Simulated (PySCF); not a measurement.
CH5ClGeO2. Atoms are numbered in the order given.

```xyz
10

C      1.9898    -0.1708    -0.4765
Ge     0.0886     0.0794    -0.2621
O     -0.8867    -0.9051    -1.3750
O     -0.2712     1.7901    -0.5350
Cl    -0.5772    -0.4978     1.7409
H      2.2410    -0.1061    -1.5450
H      2.5232     0.6166     0.0738
H      2.2809    -1.1560    -0.0878
H     -1.5255    -1.4577    -0.9041
H     -1.2186     1.9701    -0.6064
```
Charge 0, spin multiplicity 1.

Geometry optimised at B3LYP-D3(BJ)/def2-SVP. The structure was generated by enumeration, and PubChem lists no compound with its InChIKey, so it may never have been made. Other conformers were not sampled.

Computed with B3LYP-D3(BJ)/def2-SVP (PySCF).

Frequencies are harmonic and unscaled.

Give all harmonic wavenumbers and intensities. (The exact figures need the calculation; the answer reports its results.)


```json
[
 {"mode": "1", "ν (cm⁻¹)": "63", "IR (km/mol)": "2.4", "moving atoms (share of kinetic energy)": "H 95 %"},
 {"mode": "2", "ν (cm⁻¹)": "96", "IR (km/mol)": "34.0", "moving atoms (share of kinetic energy)": "H 40 %, O 35 %, C 14 %, Cl 10 %"},
 {"mode": "3", "ν (cm⁻¹)": "164", "IR (km/mol)": "19.4", "moving atoms (share of kinetic energy)": "O 29 %, H 23 %, C 21 %, Cl 20 %"},
 {"mode": "4", "ν (cm⁻¹)": "190", "IR (km/mol)": "5.3", "moving atoms (share of kinetic energy)": "H 35 %, O 20 %, Ge 20 %, C 19 %"},
 {"mode": "5", "ν (cm⁻¹)": "197", "IR (km/mol)": "58.6", "moving atoms (share of kinetic energy)": "O 42 %, H 26 %, Cl 16 %, Ge 11 %"},
 {"mode": "6", "ν (cm⁻¹)": "210", "IR (km/mol)": "47.1", "moving atoms (share of kinetic energy)": "H 71 %, O 11 %"},
 {"mode": "7", "ν (cm⁻¹)": "235", "IR (km/mol)": "30.0", "moving atoms (share of kinetic energy)": "O 46 %, H 24 %, Ge 17 %, Cl 9 %"},
 {"mode": "8", "ν (cm⁻¹)": "296", "IR (km/mol)": "65.1", "moving atoms (share of kinetic energy)": "O 46 %, H 46 %"},
 {"mode": "9", "ν (cm⁻¹)": "401", "IR (km/mol)": "66.0", "moving atoms (share of kinetic energy)": "Cl 67 %, Ge 29 %"},
 {"mode": "10", "ν (cm⁻¹)": "617", "IR (km/mol)": "19.1", "moving atoms (share of kinetic energy)": "C 60 %, H 19 %, Ge 13 %, O 9 %"},
 {"mode": "11", "ν (cm⁻¹)": "711", "IR (km/mol)": "87.1", "moving atoms (share of kinetic energy)": "O 77 %, Ge 17 %"},
 {"mode": "12", "ν (cm⁻¹)": "730", "IR (km/mol)": "119.9", "moving atoms (share of kinetic energy)": "O 77 %, Ge 20 %"},
 {"mode": "13", "ν (cm⁻¹)": "803", "IR (km/mol)": "13.3", "moving atoms (share of kinetic energy)": "H 79 %, C 18 %"},
 {"mode": "14", "ν (cm⁻¹)": "813", "IR (km/mol)": "10.1", "moving atoms (share of kinetic energy)": "H 79 %, C 17 %"},
 {"mode": "15", "ν (cm⁻¹)": "890", "IR (km/mol)": "156.1", "moving atoms (share of kinetic energy)": "H 89 %, O 8 %"},
 {"mode": "16", "ν (cm⁻¹)": "910", "IR (km/mol)": "101.6", "moving atoms (share of kinetic energy)": "H 88 %"},
 {"mode": "17", "ν (cm⁻¹)": "1263", "IR (km/mol)": "8.0", "moving atoms (share of kinetic energy)": "H 80 %, C 20 %"},
 {"mode": "18", "ν (cm⁻¹)": "1427", "IR (km/mol)": "5.0", "moving atoms (share of kinetic energy)": "H 96 %"},
 {"mode": "19", "ν (cm⁻¹)": "1430", "IR (km/mol)": "3.3", "moving atoms (share of kinetic energy)": "H 96 %"},
 {"mode": "20", "ν (cm⁻¹)": "3055", "IR (km/mol)": "0.5", "moving atoms (share of kinetic energy)": "H 97 %"},
 {"mode": "21", "ν (cm⁻¹)": "3162", "IR (km/mol)": "0.3", "moving atoms (share of kinetic energy)": "H 90 %, C 10 %"},
 {"mode": "22", "ν (cm⁻¹)": "3169", "IR (km/mol)": "0.4", "moving atoms (share of kinetic energy)": "H 90 %, C 10 %"},
 {"mode": "23", "ν (cm⁻¹)": "3837", "IR (km/mol)": "65.5", "moving atoms (share of kinetic energy)": "H 94 %"},
 {"mode": "24", "ν (cm⁻¹)": "3839", "IR (km/mol)": "92.1", "moving atoms (share of kinetic energy)": "H 94 %"}
]
```
